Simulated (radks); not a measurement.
All-electron atom: the tin ion Sn2+ in [Kr] 4d8 5s2 5d2 (not the ground configuration).

Calculated with a radial shooting solver on a logarithmic mesh with Libxc functionals: scalar-relativistic Kohn-Sham, LDA (Slater exchange, Perdew-Wang correlation), spin-unpolarised, spherical densities, point nucleus.

Energy parts (eV):
| part | energy |
|---|---|
| total | -167840.387 |
| kinetic | 175204.231 |
| electron-nucleus | -404256.210 |
| Hartree | 65505.643 |
| exchange-correlation | -4294.051 |

Orbitals (lengths in bohr, moments of r in powers of bohr):
| orbital | occ. | eigenvalue (eV) | <r^4> |
|---|---|---|---|
| 1s | 2 | -29020.80 | 3.416e-06 |
| 2s | 2 | -4416.902 | 0.0005942 |
| 2p | 6 | -3971.651 | 0.0004268 |
| 3s | 2 | -884.1566 | 0.02660 |
| 3p | 6 | -738.6511 | 0.02809 |
| 3d | 10 | -514.0811 | 0.02547 |
| 4s | 2 | -171.5051 | 0.8139 |
| 4p | 6 | -126.8017 | 1.143 |
| 4d | 8 | -61.2364 | 2.649 |
| 5s | 2 | -35.2751 | 29.93 |
| 5d | 2 | -12.5430 | 250.8 |

The highest occupied level is 5d at -12.543 eV. Summed over all electrons, <r^2> = 53.63 bohr^2, which gives a Langevin (diamagnetic) susceptibility term of -42.5 x 10^-6 cm^3/mol.
